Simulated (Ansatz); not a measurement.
Basis-set extrapolation for C2H10BPSi (`CB(P)C[SiH3]`) (PBE0-D4/def2-TZVP geometry, frozen core, the Gaussian-basis code of Ansatz). Multiplicity 1, RHF reference.

|  | def2-TZVPP | def2-QZVPP |
| --- | --- | --- |
| HF | -735.985387 | -736.009172 |
| MP2 correlation | -0.742104 | -0.791483 |
| CCSD(T) correlation | -0.849532 | not run |

Energies in hartree. Use E(X) = E(∞) + A·exp(−7.88·√X) for Hartree–Fock and E(X) = E(∞) + B·X^(−2.97) for correlation, with X = 3 and 4, and add CCSD(T) minus MP2 of the smaller set to the MP2 limit.

**Question.** What is the CCSD(T) energy at the basis-set limit?

**Answer.** HF limit: -736.009172 + (-0.023785) × 0.13774 = -736.01245. MP2 limit: -0.791483 + (-0.049379) × 0.74074 = -0.82806. Higher-order term: -0.849532 − (-0.742104) = -0.10743. Total: -736.94794 hartree, 70.9 kcal/mol below CCSD(T)/def2-TZVPP.
